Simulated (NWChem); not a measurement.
System: AlF$_{2}$, doublet; SMILES [F][Al][F]

Parts of the log:

```
             Northwest Computational Chemistry Package (NWChem) 7.3.0
             --------------------------------------------------------

 C2V symmetry detected

                             Geometry "geometry" -> ""
                             -------------------------

 Output coordinates in angstroms (scale by  1.889725989 to convert to a.u.)

  No.       Tag          Charge          X              Y              Z
 ---- ---------------- ---------- -------------- -------------- --------------
    1 Al                  13.0000     0.00000000     0.00000000     0.48705387
    2 F                    9.0000    -1.43455200     0.00000000    -0.35176113
    3 F                    9.0000     1.43455200     0.00000000    -0.35176113

 Effective nuclear repulsion energy (a.u.)      89.4540924494

      Symmetry information
      --------------------

 Group name             C2v
 Group number             16
 Group order               4
 No. of unique centers     2

                                 NWChem DFT Module
                                 -----------------

 Summary of "ao basis" -> "ao basis" (spherical)
 ------------------------------------------------------------------------------
       Tag                 Description            Shells   Functions and Types
 ---------------- ------------------------------  ------  ---------------------
 Al                         def2-svp                 8       18   4s3p1d
 F                          def2-svp                 6       14   3s2p1d

      Symmetry analysis of basis
      --------------------------

        a1         19
        a2          5
        b1         14
        b2          8

            General Information
            -------------------
          SCF calculation type: DFT
          Wavefunction type:  spin polarized.
          No. of atoms     :     3
          No. of electrons :    31
           Alpha electrons :    16
            Beta electrons :    15
          Charge           :     0
          Spin multiplicity:     2
          Use of symmetry is: off; symmetry adaption is: on
          Maximum number of iterations: 150
          AO basis - number of functions:    46
                     number of shells:    20
          Convergence on energy requested:  1.00D-06
          Convergence on density requested:  1.00D-05
          Convergence on gradient requested:  5.00D-04

              XC Information
              --------------
                         B3LYP Method XC Potential
                     Hartree-Fock (Exact) Exchange  0.200
                        Slater Exchange Functional  0.800 local
                    Becke 1988 Exchange Functional  0.720 non-local
              Lee-Yang-Parr Correlation Functional  0.810
                  VWN I RPA Correlation Functional  0.190 local

             Grid Information
             ----------------
          Grid used for XC integration:  medium
          Radial quadrature: Mura-Knowles
          Angular quadrature: Lebedev.
          Tag              B.-S. Rad. Rad. Pts. Rad. Cut. Ang. Pts.
          ---              ---------- --------- --------- ---------
          Al                  1.25       88           7.0       590
          F                   0.50       49           7.0       434
          Grid pruning is: on
          Number of quadrature shells:   186
          Spatial weights used:  Erf1

      Superposition of Atomic Density Guess
      -------------------------------------

 Sum of atomic energies:        -440.37643995

      Non-variational initial energy
      ------------------------------

 Total energy =    -440.381797
 1-e energy   =    -792.460133
 2-e energy   =     262.624244
 HOMO         =      -0.206795
 LUMO         =       0.037310

   Symmetry analysis of molecular orbitals - initial alpha
   -------------------------------------------------------

  Numbering of irreducible representations:

     1 a1          2 a2          3 b1          4 b2

  Orbital symmetries:

     1 a1          2 a1          3 b1          4 a1          5 b1
     6 a1          7 b2          8 a1          9 b1         10 a1
    11 b1         12 a1         13 b2         14 a2         15 b1
    16 a1         17 b2         18 a1         19 b1         20 a1
    21 b2         22 a1         23 b1         24 b2         25 a1
    26 a2

   Symmetry analysis of molecular orbitals - initial beta
   ------------------------------------------------------

  Numbering of irreducible representations:

     1 a1          2 a2          3 b1          4 b2

  Orbital symmetries:

     1 a1          2 a1          3 b1          4 a1          5 b1
     6 a1          7 b2          8 a1          9 b1         10 a1
    11 b1         12 a1         13 b2         14 a2         15 b1
    16 a1         17 b2         18 a1         19 b1         20 a1
    21 b2         22 a1         23 b1         24 b2         25 a1
    26 a2

 !! scf_movecs_sym_adapt:    2 vectors were symmetry contaminated

  Symmetry fudging

 !! scf_movecs_sym_adapt:    2 vectors were symmetry contaminated

  Symmetry fudging

   convergence    iter        energy       DeltaE   RMS-Dens  Diis-err
 ---------------- ----- ----------------- --------- --------- ---------
 d= 0,ls=0.0,diis     1   -441.8879818975 -5.31D+02  1.83D-02  2.17D-01
                                                     1.72D-02  2.08D-01

 !! scf_movecs_sym_adapt:    4 vectors were symmetry contaminated

  Symmetry fudging

 !! scf_movecs_sym_adapt:    2 vectors were symmetry contaminated

  Symmetry fudging
 d= 0,ls=0.0,diis     2   -441.6922801565  1.96D-01  8.89D-03  8.53D-01
                                                     1.04D-02  8.47D-01

 !! scf_movecs_sym_adapt:    2 vectors were symmetry contaminated

  Symmetry fudging

 !! scf_movecs_sym_adapt:    2 vectors were symmetry contaminated

  Symmetry fudging
 d= 0,ls=0.0,diis     3   -441.9955629342 -3.03D-01  7.90D-04  5.58D-04
                                                     6.60D-04  5.25D-04

 !! scf_movecs_sym_adapt:    2 vectors were symmetry contaminated

  Symmetry fudging

 !! scf_movecs_sym_adapt:    2 vectors were symmetry contaminated

  Symmetry fudging
 d= 0,ls=0.0,diis     4   -441.9959222767 -3.59D-04  2.24D-04  5.89D-05
                                                     1.16D-04  5.78D-05
 d= 0,ls=0.0,diis     5   -441.9959572885 -3.50D-05  6.19D-05  2.93D-06
                                                     4.35D-05  1.52D-06
  Resetting Diis
 d= 0,ls=0.0,diis     6   -441.9959597452 -2.46D-06  7.65D-06  4.70D-08
                                                     7.73D-06  2.72D-08
 d= 0,ls=0.0,diis     7   -441.9959597964 -5.12D-08  8.11D-07  1.10D-09
                                                     9.15D-07  1.06D-09

         Total DFT energy =     -441.995959796445
      One electron energy =     -794.556080093686
           Coulomb energy =      302.809058337874
    Exchange-Corr. energy =      -39.703030490024
 Nuclear repulsion energy =       89.454092449391

 Numeric. integr. density =       31.000002241682

                  Occupations of the irreducible representations
                  ----------------------------------------------

                     irrep           alpha         beta
                     --------     --------     --------
                     a1                8.0          7.0
                     a2                1.0          1.0
                     b1                5.0          5.0
                     b2                2.0          2.0

                    DFT Final Alpha Molecular Orbital Analysis
                    ------------------------------------------

 Vector   14  Occ=1.000000D+00  E=-4.010872D-01  Symmetry=a2
              MO Center=  7.5D-17, -4.3D-13, -3.3D-01, r^2= 2.5D+00
   Bfn.  Coefficient  Atom+Function         Bfn.  Coefficient  Atom+Function
  ----- ------------  ---------------      ----- ------------  ---------------
    23      0.463746  2 F  py                37     -0.463746  3 F  py
    26     -0.327233  2 F  py                40      0.327233  3 F  py
    14      0.085942  1 Al d -2

[...]

                                NWChem TDDFT Module
                                -------------------

            General Information
            -------------------
           No. of orbitals :      92
            Alpha orbitals :      46
             Beta orbitals :      46
        Alpha frozen cores :       0
         Beta frozen cores :       0
     Alpha frozen virtuals :       0
      Beta frozen virtuals :       0
         Spin multiplicity :       2
    Number of AO functions :      46
        Use of symmetry is : off
      Symmetry adaption is : on
         Schwarz screening :  0.10D-07

              XC Information
              --------------
                  B3LYP Method XC Potential
              Hartree-Fock (Exact) Exchange   0.20
                 Slater Exchange Functional   0.80 local
             Becke 1988 Exchange Functional   0.72 non-local
       Lee-Yang-Parr Correlation Functional   0.81
           VWN I RPA Correlation Functional   0.19 local

             TDDFT Information
             -----------------
          Calculation type : Tamm-Dancoff TDDFT
         Wavefunction type : Unrestricted
          No. of electrons :      31
           Alpha electrons :      16
            Beta electrons :      15
              No. of roots :       6
          Max subspacesize :    5200
            Max iterations :     100
               Target root :       1
           Target symmetry : none
      Symmetry restriction : off
                 Algorithm : Optimal
        Davidson threshold :  0.10D-03

    6 smallest eigenvalue differences (eV)
--------------------------------------------------------
  No. Spin  Occ  Vir  Irrep   E(Occ)    E(Vir)   E(Diff)
--------------------------------------------------------
    1    1   16   17 b2       -0.245    -0.051     5.303
    2    2   15   16 b1       -0.393    -0.137     6.981
    3    2   14   16 a2       -0.400    -0.137     7.162
    4    2   13   16 a1       -0.413    -0.137     7.527
    5    2   12   16 b2       -0.415    -0.137     7.563
    6    1   16   18 a1       -0.245     0.034     7.598
--------------------------------------------------------

  Entering Davidson iterations
  Unrestricted

  Iter   NTrls   NConv    DeltaV     DeltaE      Time
  ----  ------  ------  ---------  ---------  ---------
    1      6       0     0.61E-01   0.10+100        0.8
    2     12       0     0.23E-01   0.51E-02        0.8
    3     18       0     0.49E-02   0.70E-03        0.8
    4     24       2     0.13E-02   0.18E-04        0.8
    5     28       3     0.26E-03   0.13E-05        0.6
    6     31       6     0.77E-04   0.73E-07        0.6
  ----  ------  ------  ---------  ---------  ---------
  Convergence criterion met

  Ground state a1       -441.995959796445 a.u.
  <S2> =   0.7508

  ----------------------------------------------------------------------------
  Root   1         b2             0.156495627 a.u.                4.2585 eV
  <S2> =   0.7492
  ----------------------------------------------------------------------------
     Transition Moments    X  0.00000   Y  1.22743   Z -0.00000
     Dipole Oscillator Strength                    0.1571833554
     Electric Quadrupole                           0.0000001171
     Magnetic Dipole                               0.0000007935
     Total Oscillator Strength                     0.1571842660

     Occ.   16 alpha a1  ---  Virt.   17 alpha b2      -0.98744
     Occ.   10 beta  a1  ---  Virt.   17 beta  b2       0.05305
     Occ.   12 beta  b2  ---  Virt.   16 beta  a1      -0.12796
  ----------------------------------------------------------------------------
  Root   2         b1             0.203483767 a.u.                5.5371 eV
  <S2> =   0.7798
  ----------------------------------------------------------------------------
     Transition Moments    X -0.03025   Y -0.00000   Z  0.00000
     Dipole Oscillator Strength                    0.0001241317
     Electric Quadrupole                           0.0000000092
     Magnetic Dipole                               0.0000000443
     Total Oscillator Strength                     0.0001241853

     Occ.   15 beta  b1  ---  Virt.   16 beta  a1       0.99467
  ----------------------------------------------------------------------------
  Root   3         a2             0.209361762 a.u.                5.6970 eV
  <S2> =   0.7833
  ----------------------------------------------------------------------------
     Transition Moments    X -0.00000   Y  0.00000   Z -0.00000
     Dipole Oscillator Strength                    0.0000000000
     Electric Quadrupole                           0.0000000082
     Magnetic Dipole                               0.0000001016
     Total Oscillator Strength                     0.0000001097

     Occ.   12 beta  b2  ---  Virt.   19 beta  b1      -0.05405
     Occ.   14 beta  a2  ---  Virt.   16 beta  a1       0.99637
  ----------------------------------------------------------------------------
  Root   4         a1             0.223380132 a.u.                6.0785 eV
  <S2> =   0.7815
  ----------------------------------------------------------------------------
     Transition Moments    X -0.00000   Y -0.00000   Z -0.09830
     Dipole Oscillator Strength                    0.0014391137
     Electric Quadrupole                           0.0000000136
     Magnetic Dipole                               0.0000000000
     Total Oscillator Strength                     0.0014391272

     Occ.   16 alpha a1  ---  Virt.   18 alpha a1      -0.37901
     Occ.   13 beta  a1  ---  Virt.   16 beta  a1      -0.91852
  ----------------------------------------------------------------------------
  Root   5         b2             0.226255495 a.u.                6.1567 eV
  <S2> =   0.7866
  ----------------------------------------------------------------------------
     Transition Moments    X -0.00000   Y -0.54056   Z  0.00000
     Dipole Oscillator Strength                    0.0440755452
     Electric Quadrupole                           0.0000000231
     Magnetic Dipole                               0.0000000188
     Total Oscillator Strength                     0.0440755871

     Occ.   16 alpha a1  ---  Virt.   17 alpha b2       0.12660
     Occ.   12 beta  b2  ---  Virt.   16 beta  a1      -0.98657
     Occ.   14 beta  a2  ---  Virt.   19 beta  b1       0.05340
  ----------------------------------------------------------------------------
  Root   6         a1             0.240592082 a.u.                6.5468 eV
  <S2> =   0.7595
  ----------------------------------------------------------------------------
     Transition Moments    X -0.00000   Y  0.00000   Z  0.91738
     Dipole Oscillator Strength                    0.1349851337
     Electric Quadrupole                           0.0000003297
     Magnetic Dipole                               0.0000000000
     Total Oscillator Strength                     0.1349854633

     Occ.   13 alpha b2  ---  Virt.   17 alpha b2      -0.08072
     Occ.   16 alpha a1  ---  Virt.   18 alpha a1      -0.90925
     Occ.   16 alpha a1  ---  Virt.   20 alpha a1       0.06308
     Occ.   10 beta  a1  ---  Virt.   16 beta  a1       0.15702
     Occ.   13 beta  a1  ---  Virt.   16 beta  a1       0.36573

              Target root =      1
          Target symmetry = none
      Ground state energy =   -441.995959796445
        Excitation energy =      0.156495626651
     Excited state energy =   -441.839464169793

  stored tddft:energy   -441.83946416979325
```

Level: B3LYP/def2-SVP, spin-unrestricted, TDA. In the optimisation the excess spin sits in a1 (C2v, its own frame). Geometry: optimised at PBE0/def2-SVP, spin-unrestricted. This spin state was assumed; another may lie lower. No stability test was run on the SCF state. B3LYP is NWChem's, with the RPA form of VWN correlation.

**Question.** Which NWChem input produces such a log?

**Answer.** Several could match; the one computed here: the input that was run:
```
start job
memory heap 200 mb stack 900 mb global 1100 mb
geometry units angstroms noautoz
  Al     0.000000     0.000000     0.507738
  F     -1.434552     0.000000    -0.331077
  F      1.434552     0.000000    -0.331077
end
basis spherical
  * library def2-svp
end
dft
  odft
  mult 2
  xc b3lyp
  iterations 150
end
tddft
  cis
  nroots 6
end
task tddft energy
```
